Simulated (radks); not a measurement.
Effect of the nuclear size on the chromium ion Cr+, [Ar] 3d5. Method: Dirac Kohn-Sham, relativistic LDA (MacDonald-Vosko exchange, VWN5 correlation), spin-unpolarised, spherical densities, finite nucleus; open shells fill j = l - 1/2 first; Fermi nuclear charge, rms radius 3.6452 fm; computed with a radial shooting solver on a logarithmic mesh with Libxc functionals. The rms radius is varied about that value; shifts are against it.

rms radius (fm)  total energy shift (eV)  density at nucleus (e/bohr^3)  1s1/2 shift (meV)  2s1/2 shift (meV)  3s1/2 shift (meV)
2.9599                           -0.0249                      1.141e+04              -10.5             -0.925             -0.134
3.5103                          -0.00530                      1.134e+04              -2.24             -0.197             -0.028
3.6452                                 0                      1.132e+04              0.000              0.000              0.000
3.8931                            0.0102                      1.129e+04               4.33              0.380              0.055
4.4508                            0.0357                      1.124e+04               15.1               1.32              0.191

Slopes of the eigenvalues against <r^2> in GHz/fm^2, as finite differences over the two radii next to the reference (eigenvalue slopes, not the field-shift constants of lines): 1s1/2 561, 2s1/2 49.2, 3s1/2 7.10.
